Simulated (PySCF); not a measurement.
AlF2, SMILES [F][Al][F], multiplicity 2. Geometry optimised at ωB97X-D3(BJ)/def2-TZVP. The spin state was assumed, not searched. The isomer is the one that the SMILES or the coordinates give; other isomers of the formula were not compared.

### Question
Give the equilibrium geometry at ωB97X-D3(BJ)/def2-TZVP (PySCF confirms it by a frequency run) as Cartesian coordinates in Å, and its point group. (Estimate from the structure and the level; the computed values follow.)

### Answer
point group C2v.
```xyz
3

Al     0.0000     0.0000     0.4856
F      0.0000    -1.4260    -0.3507
F      0.0000     1.4260    -0.3507
```
Charge 0, spin multiplicity 2.
